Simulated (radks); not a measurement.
Values are calculated unless marked as measured or tabulated.
How relativity changes the ionisation of neutral germanium ([Ar] 3d10 4s2 4p2) to Ge+ ([Ar] 3d10 4s2 4p1). Spin-unpolarised spherical Kohn-Sham, LDA (Slater exchange, Perdew-Wang correlation), point nucleus unless stated (finite: rms radius 4.0742 fm), a radial shooting solver on a logarithmic mesh with Libxc functionals. A level marked "c x" has the speed of light scaled by that factor and shares open shells by 2j + 1; other Dirac levels either fill j = l - 1/2 first or share by 2j + 1.

level,E(Ge) (hartree),E(Ge+) (hartree),IE (eV),HOMO,<r> HOMO (bohr)
non-rel.,-2073.79429,-2073.51284,7.659,4p,2.883
scalar-rel.,-2095.89949,-2095.61908,7.630,4p,2.879
"scalar-rel., finite nucleus",-2095.88676,-2095.60635,7.630,4p,2.879
"Dirac, 2j+1 shares",-2095.99865,-2095.71815,7.633,4p3/2,2.899
"Dirac, low j first",-2096.00814,-2095.72435,7.722,4p1/2,2.850
"Dirac, 2j+1 shares, finite nucleus",-2095.98591,-2095.70541,7.633,4p3/2,2.899
"Dirac, c x 0.85",-2104.85449,-2104.57434,7.623,4p3/2,2.906
"Dirac, c x 1.5",-2083.51574,-2083.23472,7.647,4p3/2,2.890
"Dirac, c x 5",-2074.65990,-2074.37849,7.658,4p3/2,2.883

NIST Atomic Spectra Database: 7.899 eV (measured). The relativistic part of the total energy of Ge is -22.19 hartree (Dirac, 2j+1 shares, finite nucleus), 1.1 % of the non-relativistic value. Spin polarisation and multiplet splitting of open shells are left out at every level.

Beside tabulated values, note that spin-unpolarised runs miss the spin-polarisation part of the exchange energy of open shells.
